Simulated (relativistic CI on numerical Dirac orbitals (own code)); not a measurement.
**Slater and spin-orbit integrals, In26+**

Computed by Dirac-Coulomb-Breit CI, orbitals from a KLI potential per configuration, QED by a radiative potential, unscaled Slater integrals (own radial code, finite nucleus).

Slater integrals F^k, G^k are unscaled and averaged over j, outside the closed core [Ne]; ζ comes from projecting the Hamiltonian with its Breit term on Σ l·s of the shell.

- 3s²3p⁶3d⁵: F^2(3d,3d) = 345920, F^4(3d,3d) = 222630, ζ(3d) = 29286 cm⁻¹; <r>(3d) = 0.2929, <r^2>(3d) = 0.1001 (bohr units).
- 3s²3p⁵3d⁶: ζ(3p) = 233570, F^2(3d,3d) = 345080, F^4(3d,3d) = 222070, F^2(3p,3d) = 306550, G^1(3p,3d) = 337050, G^3(3p,3d) = 221910, ζ(3d) = 28877 cm⁻¹; <r>(3p) = 0.3241, <r^2>(3p) = 0.1214, <r>(3d) = 0.2936, <r^2>(3d) = 0.1005 (bohr units).
- 3s²3p⁴3d⁷: F^2(3p,3p) = 306120, ζ(3p) = 233350, F^2(3d,3d) = 344230, F^4(3d,3d) = 221490, F^2(3p,3d) = 306130, G^1(3p,3d) = 336980, G^3(3p,3d) = 221750, ζ(3d) = 28473 cm⁻¹; <r>(3p) = 0.3246, <r^2>(3p) = 0.1217, <r>(3d) = 0.2942, <r^2>(3d) = 0.101 (bohr units).

(1) Give the Racah parameters of the d shell in 3s²3p⁶3d⁵.

Averages of the first 10 configurations, taken without configuration mixing, which lowers the lowest level and can move excited configurations by several eV; other configurations of the list can lie among them:

| Configuration | Parity | States | Average energy above the lowest level (eV) |
| --- | --- | --- | --- |
| 3s²3p⁶3d⁵ | even | 252 | 33.1 |
| 3s²3p⁵3d⁶ | odd | 1260 | 239.4 |
| 3s²3p⁴3d⁷ | even | 1800 | 450.5 |
| 3s3p⁶3d⁶ | even | 420 | 389.2 |
| 3p⁶3d⁷ | even | 120 | 751.8 |
| 3s3p⁵3d⁷ | odd | 1440 | 594.5 |
| 3s²3p⁶3d⁴4s | even | 420 | 598.7 |
| 3s²3p⁶3d⁴4p | odd | 1260 | 652.3 |
| 3s²3p⁶3d⁴4d | even | 2100 | 727.8 |
| 3s²3p⁶3d⁴4f | odd | 2940 | 797.1 |

Results:

(1) B = F²/49 − 5F⁴/441 = 4536 cm⁻¹ and C = 35F⁴/441 = 17669 cm⁻¹.
